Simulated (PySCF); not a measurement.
IH₅: one-bond stretch

Level of theory: PySCF, PBE0, basis I def2-TZVP with ECP28, H def2-TZVP (scalar-relativistic core potentials, no spin–orbit coupling, density fitting).

Rigid scan from the singlet minimum (I–H 1.650 Å, I–H 1.812 Å (×4); H–I–H 81.9° (×4), H–I–H 88.9° (×4), H–I–H 163.9° (×2)). Coordinate: the bond from I to the last atom (H) scaled, the rest fixed. Energies in kJ/mol from the minimum.

```
scale of one bond  E (kJ/mol)  dipole size (D)
             0.92        11.1             0.66
             0.96         2.5             0.38
             1.00         0.0             0.20
             1.05         3.1             0.44
             1.12        15.2             0.97
             1.20        35.5             1.57
             1.35        81.6             2.59
             1.55       143.5                –
             1.80       208.5                –
             2.20       278.6                –
```

At long bonds a restricted determinant can lie too high, and another spin state can fall below this curve.

Other isomers or separated fragments may lie lower.
